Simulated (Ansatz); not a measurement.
Reaction (ligand exchange at a Ge–Cl bond): `[NH2][Ge][Cl]` + H–F → `[NH2][Ge][F]` + HCl

Program: Ansatz. Geometries: PBE0-D4/def2-TZVP. ΔE: electronic, gas phase. CBS: MP2 limit from def2 TZ/QZ plus the TZ coupled-cluster correction, frozen cores. This one scheme is used for every species. DFT in def2-TZVPP. For Ge outer-core shells are correlated without core-valence functions, which leaves a few kJ/mol of doubt a bond. Scalar relativity is left out up to krypton. One conformer a species, not always the lowest.

Task: Is it downhill or uphill in electronic energy at CCSD(T)/CBS, and by how much? (Best estimate.)

Result: Computed: Uphill: ΔE = +3.4 kcal/mol.

Task: What do these levels give: BLYP-D4, PBE0-D4, B2PLYP, RPA@PBE/def2-TZVPP, SCS-MP2/def2-TZVPP, HF/def2-QZVPP? (Estimate.)

Result: Computed: BLYP-D4 1.6, PBE0-D4 3.9, B2PLYP 1.5, RPA@PBE/def2-TZVPP 1.2, SCS-MP2/def2-TZVPP 1.9, HF/def2-QZVPP 0.9 kcal/mol.

Task: What do rigid-rotor, harmonic-oscillator terms from PBE0-D4/def2-TZVP frequencies (298.15 K, 1 bar) make of the CCSD(T)/CBS value? (Best estimate.)

Result: Computed: ΔZPE = -1.3 kcal/mol, ΔH = +2.0 kcal/mol, ΔS = 1 J/(mol·K), ΔG = +1.9 kcal/mol.

Largest T1 diagnostic among the species: 0.014.

From PBE to PBE0 (25 % exact exchange), in def2-TZVPP and without D4, ΔE moves by +1.0 kcal/mol. At CCSD(T), def2-SVP lies −3.8 kcal/mol from the extrapolated value and def2-TZVPP −1.2 kcal/mol. Leaving LDA and LC-ωPBE aside and taking each functional with its dispersion term where it has one, the values, not all of them listed here, spread over 3.6 kcal/mol, from CAM-B3LYP-D4 to HSE06-D4.
